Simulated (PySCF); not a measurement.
## Field gradients at the hydrogen positions

C₆H₁₀O₂SSi.
Structure used (GFN2-xTB), in Å, numbered top down from 1:
```
atom  x, y, z in Å
O1     4.0050    0.2764    0.5807
C2     2.9993    0.9143    0.6412
O3     1.8615    0.6681    0.0109
C4     1.8084   -0.5022   -0.8140
C5     0.3870   -0.9827   -0.9268
S6     0.1111   -2.5868   -1.0679
C7    -0.6259    0.0414   -0.8163
C8    -2.0997   -0.3491   -0.9470
C9    -2.6353    0.1237    0.4233
Si10  -0.8850    0.5535    1.0583
H11    2.8674    1.8267    1.2480
H12    2.1929   -0.2467   -1.8110
H13    2.4555   -1.2794   -0.3945
H14   -0.3459    0.9253   -1.3867
H15   -2.5879    0.1367   -1.7901
H16   -2.1964   -1.4267   -1.0689
H17   -3.1732   -0.6520    0.9633
H18   -3.3058    0.9766    0.3342
H19   -0.2849   -0.3566    2.0270
H20   -0.5535    1.9501    1.3234
```

Level: PBE0/pcSseg-1 (PySCF, non-relativistic); Q(2H) = 0.00286 b; rigid geometry, the same for H and D, with no vibrational averaging.

Question: Rank these positions by the coupling χzz of a deuteron there, largest first.
A. H12 (methylene hydrogen)
B. H15 (methylene hydrogen)
C. H16 (methylene hydrogen)
D. H17 (methylene hydrogen)
E. H11 (formyl hydrogen)
F. H20 (Si–H hydrogen)

Answer: D (216 kHz), B (210 kHz), C (201 kHz), A (191 kHz), E (184 kHz), F (111 kHz).

Question: What are Vzz, η and χzz (234.96 MHz × Q × Vzz) at all hydrogens?

Answer: 
```json
{"atom": "H11", "bonded to": "C2", "bond length (Å)": "1.104", "Vzz (au)": "0.2744", "η": "0.04", "χzz (kHz)": "184"}
{"atom": "H12", "bonded to": "C4", "bond length (Å)": "1.099", "Vzz (au)": "0.2843", "η": "0.07", "χzz (kHz)": "191"}
{"atom": "H13", "bonded to": "C4", "bond length (Å)": "1.095", "Vzz (au)": "0.2802", "η": "0.09", "χzz (kHz)": "188"}
{"atom": "H14", "bonded to": "C7", "bond length (Å)": "1.089", "Vzz (au)": "0.3163", "η": "0.08", "χzz (kHz)": "213"}
{"atom": "H15", "bonded to": "C8", "bond length (Å)": "1.089", "Vzz (au)": "0.3127", "η": "0.02", "χzz (kHz)": "210"}
{"atom": "H16", "bonded to": "C8", "bond length (Å)": "1.089", "Vzz (au)": "0.2984", "η": "0.00", "χzz (kHz)": "201"}
{"atom": "H17", "bonded to": "C9", "bond length (Å)": "1.088", "Vzz (au)": "0.3210", "η": "0.03", "χzz (kHz)": "216"}
{"atom": "H18", "bonded to": "C9", "bond length (Å)": "1.089", "Vzz (au)": "0.3197", "η": "0.03", "χzz (kHz)": "215"}
{"atom": "H19", "bonded to": "Si10", "bond length (Å)": "1.458", "Vzz (au)": "0.1652", "η": "0.02", "χzz (kHz)": "111"}
{"atom": "H20", "bonded to": "Si10", "bond length (Å)": "1.460", "Vzz (au)": "0.1655", "η": "0.01", "χzz (kHz)": "111"}
```

Question: Average by the element that carries the hydrogen.

Answer: on C: 202 kHz over 8 positions, mean bond length 1.092 Å; on Si: 111 kHz over 2 positions, mean bond length 1.459 Å.

Question: How does χzz go with the bond length over the 8 C–H bonds?

Answer: A straight-line fit has a slope of -19.1 kHz for each 0.01 Å, with a correlation coefficient of -0.89, over lengths from 1.088 to 1.104 Å. The longer bonds have the smaller couplings here.

Isolated species at its GFN2-xTB geometry (one conformer only). GFN2-xTB bond lengths can be off by several hundredths of an ångström, more for odd bonds, and the gradients follow them. These gradients aren't converged with respect to the basis.
